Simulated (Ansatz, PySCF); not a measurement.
Molecule: sum formula H$_{3}$SiO, charge 0, multiplicity 2. It need not be the lowest isomer of its formula. 
Coordinates optimised at B3LYP-D3(BJ)/def2-TZVP (Ansatz, a first-principles code):
```xyz
5

O      1.1629    -0.2024    -0.0914
Si    -0.4678     0.0693     0.0351
H     -1.0706    -0.6117     1.2040
H     -1.2030    -0.2867    -1.2002
H     -0.4806     1.5469     0.2355
```
Charge 0, spin multiplicity 2.

Total electronic energies in hartree. Cores are frozen in the correlated levels unless marked. UHF or UKS for open shells. No spin-orbit coupling. Non-relativistic. FCI takes restricted orbitals. CBS marks a two-point X^-3 extrapolation of the correlation energy; Hartree-Fock from the larger set. The bracket is a focal-point correction in the basis named.

| level | program | energy (Eh) |
|---|---|---|
| RI-HF/aug-cc-pV(Q+d)Z | Ansatz | -365.57792 |
| RI-HF/cc-pV(Q+d)Z | Ansatz | -365.57751 |
| SVWN5/def2-TZVPD | Ansatz | -364.77215 |
| PBE-D4/def2-TZVPD | Ansatz + dftd4 | -366.26923 |
| BP86/def2-TZVPD | PySCF | -366.53288 |
| PBE0-D3(BJ)/def2-TZVP | Ansatz + dftd3 | -366.29824 |
| PBE0-D3(BJ)/def2-TZVPD | Ansatz + dftd3 | -366.29913 |
| PBE0-D4/def2-TZVPD | Ansatz + dftd4 | -366.29890 |
| BHLYP-D3(BJ)/def2-TZVPD | Ansatz + dftd3 | -366.47901 |
| BHLYP/def2-TZVPD | Ansatz | -366.47598 |
| TPSSh-D4/def2-TZVPD | PySCF + dftd4 | -366.53255 |
| r2SCANh/def2-TZVPD | Ansatz | -366.43477 |
| HSE06-D3(BJ)/def2-TZVPD | Ansatz + dftd3 | -366.28834 |
| CAM-B3LYP-D3(BJ)/def2-TZVPD | Ansatz + dftd3 | ___ |
| MP2/cc-pV(T+d)Z | Ansatz | -365.88240 |
| MP2/def2-TZVPP | Ansatz | -365.88048 |
| SCS-MP2/def2-TZVPP | Ansatz | -365.88940 |
| CCSD/def2-SVP | Ansatz | -365.63685 |
| CCSD(T)/cc-pV(D+d)Z | Ansatz | -365.80851 |
| FCI/STO-3G | Ansatz | -361.24182 |
| RI-MP2/CBS(def2-TZVPP,def2-QZVPP)+[CCSD(T)-MP2]/def2-SVP | Ansatz | -365.9808 |
| RI-MP2/CBS(aug-cc-pV(T+d)Z,aug-cc-pV(Q+d)Z)+[CCSD(T)-MP2]/aug-cc-pV(T+d)Z | Ansatz | -365.9855 |
| RI-MP2/CBS(def2-TZVPP,def2-QZVPP)+[CCSD(T)-MP2]/def2-TZVPP | Ansatz | -365.9852 |

### Question
Fill in the missing entries.

### Answer

- CAM-B3LYP-D3(BJ)/def2-TZVPD, energy (Eh): -366.48962
